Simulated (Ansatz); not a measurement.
Cartesian coordinates in Å:
```
C -1.842 0.276 1.337
Si -0.478 0.667 0.139
O 0.446 -0.704 0.000
C 1.304 -0.929 -1.078
O 2.272 0.065 -1.214
H -2.474 1.154 1.493
H -1.431 -0.022 2.304
H -2.469 -0.537 0.965
H 0.333 1.809 0.641
H -1.012 1.023 -1.207
H 1.756 -1.914 -0.918
H 0.751 -0.927 -2.023
H 2.843 0.040 -0.440
```

Total charge 0; spin multiplicity 1.

(1) List the ωB97M-V/def2-TZVPP orbital energies in eV (Ansatz). (Estimate.)

Answers

(1) The calculation gave: Occupied: -1807.10, -526.40, -526.06, -284.20, -280.92, -148.10, -102.25, -102.20, -102.19, -32.54, -30.57, -22.47, -21.59, -18.43, -16.50, -15.94, -15.76, -14.04, -13.86, -13.44, -12.41, -11.81, -11.19, -10.99, -10.61. Lowest empty: 2.33, 2.60, 3.02, 3.77, 4.20, 4.34, 4.43, 4.70.
